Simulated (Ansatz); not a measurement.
Abridged output of a molecular run in Ansatz:

```
Functional definition: HF
1192 factors; integrals over basis functions are off by at most 1.5e-3 eV
mean field evaluation 1: about -11844.4755 eV, gradient 4.5e1 eV
mean field evaluation 2: about -11844.4825 eV, gradient 4.5e1 eV
mean field evaluation 4: about -11849.1841 eV, gradient 4.0e0 eV
mean field evaluation 8: about -11849.2370 eV, gradient 1.8e-4 eV
mean field -11849.23704951 eV, -435.4514298680 hartree, gradient 2.4e-6 eV, S^2 0.000000; 0 other end points of the search recorded, 0 dependent functions left out
9 core orbitals not correlated: weight in the atoms' cores, before any rotation towards them, 1.000 or more for the frozen orbitals, at most 0.000 for the correlated occupied ones
reference -11849.23704951 eV, -435.4514298680 hartree; 15, 15 occupied and 95, 95 virtual orbitals, 1192 factors
second order -18.78020878 eV of doubles, -0.00000000 eV of singles
cycle   1  -19.73535801 eV  change   -9.6e-1 eV  update   9.5e-2
cycle   2  -20.22610835 eV  change   -4.9e-1 eV  update   2.8e-2
cycle   3  -20.34136984 eV  change   -1.2e-1 eV  update   1.5e-2
cycle   4  -20.34080497 eV  change    5.6e-4 eV  update   4.0e-3
cycle   5  -20.34003378 eV  change    7.7e-4 eV  update   1.7e-3
cycle   6  -20.34009209 eV  change   -5.8e-5 eV  update   5.5e-4
cycle   7  -20.33982560 eV  change    2.7e-4 eV  update   1.9e-4
cycle   8  -20.33978196 eV  change    4.4e-5 eV  update   5.3e-5
cycle   9  -20.33978635 eV  change   -4.4e-6 eV  update   1.7e-5
perturbative correction -0.53515631 eV, -0.0196666315 hartree
Total energy: -11870.11199217 eV, -436.2185698612 hartree
```

Its atoms:

Z-matrix (Å, degrees):
```
C
C 1 1.529
H 1 1.096 2 111.3
H 1 1.095 2 111.5 3 -119.1
H 1 1.094 2 112.5 3 120.5
C 2 1.528 1 111.6 3 58.0
Al 2 1.961 1 112.2 3 -173.6
H 2 1.102 1 107.2 3 -59.6
H 6 1.095 2 111.4 1 61.4
H 6 1.097 2 111.2 1 -57.8
H 6 1.092 2 112.2 1 -178.7
O 7 1.701 2 117.4 1 -147.9
H 7 1.592 2 123.8 1 33.1
H 12 0.956 7 122.9 2 -178.6
```

Question: Which basis set was used?
A. def2-SVP
B. def2-QZVPP
C. def2-TZVPP
D. def2-SVPD

Answer: A. It gives 119 functions.

Question: Write the keys of the input that set method, charge and spin (a neutral closed shell needs none for the last two).

Answer: 
```yaml
correlation: {method: ccsd_t}
```
